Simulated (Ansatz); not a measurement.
`[Cl][GeH2][I]` + NH₃ → `[NH2][GeH2][Cl]` + HI at 400 K and 1 bar (ligand exchange at a Ge–I bond).

Gas-phase electronic energies from Ansatz, PBE0-D4/def2-TZVP geometries. CCSD(T)/CBS adds triple-zeta CCSD(T) − MP2 to the extrapolated MP2 energy (def2 sets, frozen cores). This one scheme is used for every species. Elements past krypton have def2 core potentials. For Ge, I outer-core shells are correlated without core-valence functions, which leaves a few kJ/mol of doubt a bond. Scalar relativity is left out up to krypton. One conformer a species, not always the lowest.

```tsv
species	CCSD(T)/CBS energy (Eh)	H − E (kJ/mol)	S (J/(mol·K))
`[Cl][GeH2][I]`	-2834.60434	69.9	348.3
NH₃	-56.50880	104.2	203.1
`[NH2][GeH2][Cl]`	-2593.05183	138.5	331.9
HI	-298.03592	25.7	215.0
```

H − E and S are ideal-gas, rigid-rotor, harmonic terms from PBE0-D4/def2-TZVP, for one conformer and one mirror image of each species. 1 Eh = 2625.50 kJ/mol, R = 8.31446 J/(mol·K).

**Question.** By hand: ΔE, ΔH, ΔS and ΔG.

**Answer.** ΔE = (-2593.05183) + (-298.03592) − (-2834.60434) − (-56.50880) = 0.02539 Eh = 66.7 kJ/mol. Δ(H − E) = 138.5 + 25.7 − 69.9 − 104.2 = -9.9, so ΔH = 56.8 kJ/mol. ΔS = 331.9 + 215.0 − 348.3 − 203.1 = -4.5 J/(mol·K). ΔG = 56.8 − 400 × (-4.5)/1000 = 58.6 kJ/mol.

**Question.** By hand: the equilibrium constant, and the temperature at which ΔG would vanish if ΔH and ΔS stayed fixed.

**Answer.** log₁₀ K = −ΔG/(RT ln 10) = -7.7. ΔH and −TΔS have one sign here, so there is no such temperature. One of them is within its doubt of zero, so this could turn.

The number of gas molecules stays the same, so ΔS is small and ΔH decides. A doubt of 5 kJ/mol in ΔE shifts log₁₀ K by 0.7 here. Other conformers and mirror images would add mixing entropy, several J/(mol·K) or more a flexible species. These are equilibria of isolated gas molecules and say nothing of rates. Largest T1 diagnostic: 0.010 (customary marks: 0.02 for closed shells, 0.045 for open ones).
